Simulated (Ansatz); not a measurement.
The cluster Li₄H₅⁻, relaxed as a singlet with RKS PBE0-D4/def2-TZVPD in Ansatz, starting from the GFN1-xTB geometry. Force threshold 0.02 eV/Å.

Another isomer (singlet) lies 1.22 eV lower at PBE0-D4/def2-TZVPD; other spin states weren't run for this one.

Start:

Cartesian coordinates in Å:
```
Li 0.719 -0.858 -0.133
Li -1.465 0.403 -0.327
Li 2.912 -1.376 -0.132
Li -1.905 2.230 0.926
H 1.763 -2.091 0.820
H -0.504 1.285 1.066
H 2.210 -0.181 -1.051
H -0.867 -1.058 -0.861
H -2.862 1.645 -0.307
```

Question: Estimate the energy that the relaxation releases and the steps that it takes.

Answer: 4.6 kcal/mol, in 21 steps; 14 s on 4 threads of Arm Neoverse V2 on a shared host. The force fell under the threshold at step 16, but the optimiser went on and released 0.003 eV more. No frequencies were taken in this run, so the end may be a saddle point.

Question: Does the start keep its bonding?

Answer: By distances, no bond broke or formed, bridged metal pairs apart. The bond that changes most is Li2–H9, from 1.87 to 2.00 Å (atoms count from 1). Metal–metal contacts that move far: Li1–Li2 2.53 to 3.42 Å.

Question: Predict the relaxed structure.

Answer: 
```
atom    x (Å)    y (Å)    z (Å)
 Li1   1.3138  -1.0461  -0.3106
 Li2  -1.3806   0.9826   0.2256
 Li3   3.2743  -2.3879  -0.5827
 Li4  -3.1727   2.4852   0.7123
  H5   2.0383  -2.7198   0.5110
  H6  -1.6624   2.5330   1.4552
  H7   2.9458  -0.9916  -1.4642
  H8  -0.0982  -0.0950  -0.1279
  H9  -3.2583   1.2397  -0.4187
```
Bond lengths (bridged metal pairs left out): 2 × Li–Li 2.39 Å; 6 × H–Li 1.68 to 1.71 Å.
